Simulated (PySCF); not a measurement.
Task: Give a PBE0-D3(BJ)/def2-SVP geometry of `N[SiH](O)O`.

Result: 
```xyz
9
H5NO2Si angstrom
N      1.2146    0.0341   -0.3628
Si    -0.2767   -0.0964    0.4979
O     -1.0202    1.3823    0.3759
O     -1.0998   -1.3765   -0.1630
H      1.8159    0.8332   -0.1916
H      1.7719   -0.7978   -0.5267
H     -0.2535   -0.3840    1.9490
H     -0.9821    1.7914   -0.4940
H     -1.1197   -1.4063   -1.1243
```

Orientation and origin are arbitrary. Atoms count from 1 in this order. N1 (silicon-bound nitrogen) has angles 119.5°, 119.2° and 110.3°, sum 349.0°, 0.23 Å off the plane of its three neighbours. Si2 (oxygen-bound silicon) is distorted tetrahedral (angles from 104.4° to 119.3°).

Bonds between heavy atoms (Å): N1–Si2 1.727, Si2–O3 1.660, Si2–O4 1.659.

Method: PBE0-D3(BJ)/def2-SVP geometry optimisation, gas phase in PySCF 2.14.0.

Point group: Cs (every atom within 0.08 Å of its image). No frequency check. One conformer, not necessarily the lowest (H–N1–Si2–O3 48° and -171°, N1–Si2–O3–H 43°, N1–Si2–O4–H -46°).
